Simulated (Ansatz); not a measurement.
Two isomers of C2H9BOSi: A = `CBC[SiH2]O`, B = `BC(C)O[SiH3]`.

Calculated with Ansatz (gas phase, PBE0-D4/def2-TZVP geometries, no zero-point term in ΔE). CCSD(T)/CBS is the MP2 limit (def2-TZVPP, def2-QZVPP) plus CCSD(T) − MP2 in def2-TZVPP, frozen cores. DFT in def2-TZVPP. B3LYP here is the variant with VWN-RPA as its local correlation; programs differ in this. Each species was taken in one conformer, which may not be the lowest.

(1) Which is lower in electronic energy at CCSD(T)/CBS, and by how much? (An estimate is asked.)

(2) Give E(B) − E(A) in kcal/mol with CCSD(T)/def2-TZVPP, B3LYP, LDA (SPW92), ωB97M-V, HF/def2-TZVPP, BLYP-D4, r2SCAN-D4. (Best estimate.)

(3) Does the order hold for the free energy at 298.15 K (harmonic terms from PBE0-D4)? (An estimate is asked.)

Largest T1 diagnostic: 0.011.

Results:

(1) Ansatz gave: A, by 40.8 kcal/mol.

(2) The calculation gave: CCSD(T)/def2-TZVPP 39.8, B3LYP 39.3, LDA (SPW92) 41.5, ωB97M-V 40.7, HF/def2-TZVPP 35.9, BLYP-D4 38.1, r2SCAN-D4 42.2. None reverses the order clearly.

(3) The calculation gave: Yes: G(B) − G(A) = +40.1 kcal/mol, for one conformer each. Modes under 60 cm⁻¹, often nearly free rotors, make the harmonic entropy too high.

At CCSD(T), def2-SVP lies −6.4 kcal/mol from the extrapolated value and def2-TZVPP −0.9 kcal/mol. Leaving LDA and LC-ωPBE aside and taking each functional with its dispersion term where it has one, the values, not all of them listed here, spread over 4.4 kcal/mol, from BLYP-D4 to B97M-V.
